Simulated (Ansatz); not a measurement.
Molecule: CH2O, net charge 0, singlet state. SMILES: [O+](/[H])=[C-]\[H]
Geometry from a B3LYP-D3(BJ)/def2-TZVP (Ansatz, a program for electronic structure) optimisation:
```xyz
4

C      0.0143    -0.0006    -0.7408
O      0.0072     0.0056     0.5677
H      0.8875     0.2601     0.8874
H     -1.0303    -0.3017    -0.9843
```
Charge 0, spin multiplicity 1.

**Question.** Give the harmonic wavenumbers at B3LYP-D3(BJ)/def2-TZVP (Ansatz, finite differences of forces, unscaled).

**Answer.** 1094, 1214, 1327, 1504, 2847, 3674 cm⁻¹. Zero-point energy 16.7 kcal/mol.

**Question.** From these and the geometry, give the ideal-gas thermochemistry at 298.15 K and 1 atm (rigid rotor, harmonic oscillator).

**Answer.** Point group Cs, rotational symmetry number 1. Rotational constants 291, 36.6, 32.51 GHz. S(trans) 36.13, S(rot) 17.48, S(vib) 0.14, S(elec, spin only) 0.00, S 53.8 cal/(mol K). H(298) - H(0) 2.41 kcal/mol; G - E(el) 3.0 kcal/mol.
